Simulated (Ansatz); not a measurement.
Ideal-gas functions of `[NH2][Nb](=[O])([OH])[Cl]` at 600 K and 1 bar, from an Ansatz frequency run at PBE0-D4/def2-TZVP.

Molar mass 177.39 g/mol, point group C1 (symmetry number 1), electronic degeneracy 1, moments of inertia 156.717, 264.697, 286.68 u Å². Harmonic wavenumbers (cm⁻¹, unscaled): 139, 149, 183, 222, 235, 256, 372, 405, 448, 533, 590, 710, 729, 1049, 1542, 3565, 3667, 3936.

Use S(trans) = R[1.5 ln M + 2.5 ln T − 1.1517]; rotational temperatures θ = 24.2544 K / I; S(rot) = R[ln(√π/σ · √(T³/θAθBθC)) + 1.5]; for each mode x = 1.438777 ν̃/T, S = R[x/(eˣ − 1) − ln(1 − e⁻ˣ)] and H = RT x/(eˣ − 1); 1 cm⁻¹ = 0.0119627 kJ/mol; R = 8.31446 J/(mol·K).

By hand: the entropy, in J/(mol·K).

Translation 188.0. Rotation: θ = 0.1548, 0.0916, 0.0846 K, giving 125.0. Vibration, mode by mode: 17.49, 16.92, 15.23, 13.65, 13.19, 12.50, 9.53, 8.88, 8.11, 6.82, 6.09, 4.83, 4.65, 2.54, 0.99, 0.02, 0.01, 0.01, in all 141.5. Electronic 0.0. Sum 454.5 J/(mol·K).

By hand: H − E and G − E in kJ/mol, counted from the electronic energy.

Zero-point energy ½ × 18730 × 0.0119627 = 112.0; thermal vibration 42.3; translation, rotation and pV give 4 RT = 20.0. H − E = 174.3 kJ/mol, and G − E = 174.3 − 600 × 454.5/1000 = -98.4 kJ/mol.

Vibration gives 31 % of the entropy, 34.4 J/(mol·K) of it from the modes under 150 cm⁻¹: soft modes count most, and the harmonic formula is weakest for them. The sum counts one conformer and one mirror image; others add a mixing term.
